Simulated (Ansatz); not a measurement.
Reaction (cleavage of the Si–Si bond): `CO[SiH](C)[SiH3]` + `O[BH][AlH2]` → `[AlH2][BH]O[SiH3]` + `CO[SiH2]C`

Computed with Ansatz on PBE0-D4/def2-TZVP structures; ΔE is electronic, products minus reactants. CBS: MP2 limit from def2 TZ/QZ plus the TZ coupled-cluster correction, frozen cores. DFT in def2-TZVPP. Each species was taken in one conformer, which may not be the lowest.

```csv
level,ΔE (eV)
r2SCAN-D4,-0.81
B2PLYP,-0.94
PBE0,-0.71
HF/def2-TZVPP,-1.17
CCSD/def2-TZVPP,-0.92
HF/def2-QZVPP,-1.19
MP2/def2-QZVPP,-0.97
CCSD/CBS(def2),-0.92
```

(1) What does CCSD(T)/CBS give? (Estimate.)

Largest T1 diagnostic among the species: 0.014.

Answers

(1) Computed: -0.89 eV. The listed levels differ from it by 0.08, -0.05, 0.18, -0.28, -0.03, -0.30, -0.08, -0.03 eV.

The D4 term adds +0.04 eV with B3LYP and +0.02 eV with PBE0; it sums over pairs of atoms, weighted by their polarisabilities, and B3LYP, whose exchange is more repulsive, gets the larger term. From PBE to PBE0 (25 % exact exchange), in def2-TZVPP and without D4, ΔE moves by −0.08 eV.

B3LYP here is the variant with VWN-RPA as its local correlation; programs differ in this.
